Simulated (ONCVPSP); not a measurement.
**Pb (Z = 82): variants of one ONCV potential**

Base potential:

ONCVPSP 4.0.1 input, shortened (lines: element, Z, core and valence counts, functional; n l f; lmax; l rc ep ncon nbas qcut; lloc lpopt rc5 dvloc0; l nproj debl; icmod fcfact rcfact), PBE, scalar-relativistic:

```
  Pb 82.00   13    2        4      upf
    1    0    2.00
    2    0    2.00
    2    1    6.00
    3    0    2.00
    3    1    6.00
    3    2   10.00
    4    0    2.00
    4    1    6.00
    4    2   10.00
    4    3   14.00
    5    0    2.00
    5    1    6.00
    5    2   10.00
    6    0    2.00
    6    1    2.00
    2
    0    1.55    0.00    3    6    3.60
    1    2.25    0.00    4    8    3.60
    2    1.55    0.11    4    7    7.30
    2    5    1.55    0.00
    0    2    0.50
    1    2    3.70
    2    0    0.40
    3    2.25    1.60
```

All-electron outer shells of the reference configuration (PBE, scalar-relativistic, ld1.x):

```csv
shell,level (eV),outermost node (bohr),outermost maximum (bohr)
5p,-85.83,0.49,0.88
5d,-21.18,0.52,1.07
6s,-12.04,1.01,1.95
6p,-3.50,1.18,2.67
```

Cutoffs, loose and tight: the cutoffs (Ha) at which the residual kinetic energy of the hardest occupied pseudo-wave falls to 1 and 0.1 mHa per electron. They do not see the model core or the augmentation charge, which bear on the density cutoff. Test errors are all-electron minus pseudo excitation energies from the reference, over the configurations 6s2 6p1; 6s2 6p0; 6s1 6p0; 6s2 6p1.5. A dash means not determined; rows that change the core or the reference have their own tests.

A true bound ghost makes a file unfit for plane-wave use even where its test errors are small: the radial tests pick states by their node count and pass the ghost by.

| change | outcome | cutoff, loose | cutoff, tight | bound ghosts | GHOST(+) flags above zero | largest test error (meV) |
| --- | --- | --- | --- | --- | --- | --- |
| base | generated | 42 Ha | 54 Ha | s | s, p | -759 |
| s: qcut 3; p: qcut 3; d: qcut 6.1 | generated | 42 Ha | 53 Ha | s | s, p | -765 |
| s: qcut 3.3; p: qcut 3.3; d: qcut 6.6 | generated | 42 Ha | 53 Ha | s | s, p | -762 |
| s: qcut 3.7; p: qcut 3.7; d: qcut 7.6 | generated | 42 Ha | 53 Ha | s | s, p | -759 |
| s: qcut 4.1; p: qcut 4.1; d: qcut 8.3 | failed: ERROR pspot: first pseudo wave function has node, program will stop | – | – | – | – | – |
| s: qcut 4.6; p: qcut 4.6; d: qcut 9.3 | failed: ERROR pspot: first pseudo wave function has node, program will stop | – | – | – | – | – |
| s: qcut 5; p: qcut 5; d: qcut 10.2 | failed: ERROR pspot: first pseudo wave function has node, program will stop | – | – | – | – | – |

**Question.** What comes out with this change to the base: s: qcut 2.4; p: qcut 2.4; d: qcut 4.9?

**Answer.** outcome: generated; cutoff, loose: 40 Ha; cutoff, tight: 51 Ha; bound ghosts: s; GHOST(+) flags above zero: s, p; largest test error (meV): -767.
